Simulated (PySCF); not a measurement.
WBr3, SMILES [Br][W]([Br])[Br] (connectivity only; charge and spin as stated), neutral, multiplicity 4.

Coordinates come from a B3LYP-D3(BJ)/def2-SVP optimisation. The spin state was assumed, not searched. The def2 effective core potentials stand for the cores of W; spin–orbit coupling is left out.

The numbers are results of TDA-PBE0/def2-SVPD run with PySCF 2.14.0, not measurements.

Vertical excitations; the highest root listed may be one member of a degenerate set. The molecule is in vacuum.

```tsv
state	energy (eV)	λ (nm)	f	main pairs
root 1	1.13	1095	0.001	α HOMO−1→LUMO+1, α HOMO→LUMO (degenerate set)
root 2	1.13	1095	0.000	α HOMO→LUMO+1, α HOMO−1→LUMO (degenerate set)
root 3	1.39	894	0.000	α HOMO→LUMO, α HOMO−1→LUMO+1 (degenerate set)
root 4	1.39	894	0.000	α HOMO−1→LUMO, α HOMO→LUMO+1 (degenerate set)
root 5	2.03	612	0.001	α HOMO−2→LUMO (degenerate set)
root 6	2.03	612	0.001	α HOMO−2→LUMO+1 (degenerate set)
root 7	4.06	305	0.017	α HOMO−3→LUMO, β HOMO→LUMO+2 (degenerate set)
root 8	4.06	305	0.017	α HOMO−3→LUMO+1, β HOMO→LUMO+1 (degenerate set)
root 9	4.47	278	0.000	α HOMO−5→LUMO+1 45 %, α HOMO−6→LUMO 44 %
root 10	4.48	277	0.000	α HOMO−4→LUMO 90 %
```
Unrestricted roots are not spin-pure.
